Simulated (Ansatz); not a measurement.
Clusters of 7 atoms, II-VI: gap (eV) at several levels, gas phase, relaxed structures; Ansatz. Clusters are the lowest isomers that short searches found in that spin, judged at the geometry's level. Core potentials for Ba, Hg, Te in the def2 sets, no spin–orbit coupling. HOMO and LUMO are taken over both spins. The structures are stationary points that may keep the symmetry of their start. Remarks come from the PBE and PBE0 runs and from stability tests at other levels; not every state was tested.

```csv
species,state,geometry,PBE-D4/def2-SVP,PBE-D4/def2-TZVP,r2SCAN-D4/def2-TZVP,PBE0-D4/def2-SVP,PBE0-D4/def2-TZVP,remarks
Be4O3⁺,doublet,PBE0-D4/def2-SVP,1.96,2.07,2.77,3.79,3.90,–
Ba4Te3⁺,doublet,PBE0-D4/def2-SVP,0.69,0.69,1.07,1.79,1.80,–
Hg4S3,singlet,r2SCAN-D4/def2-SVP,2.25,2.25,2.61,4.08,4.06,–
Be4O3,singlet,PBE0-D4/def2-SVP,4.28,4.28,4.78,6.14,6.09,–
Ca4O3,singlet,r2SCAN-D4/def2-SVP,1.04,1.06,1.12,1.81,1.83,restricted SCF unstable in HF
Hg3Se4,singlet,PBE-D4/def2-SVP,2.31,2.36,2.67,3.98,4.03,–
```
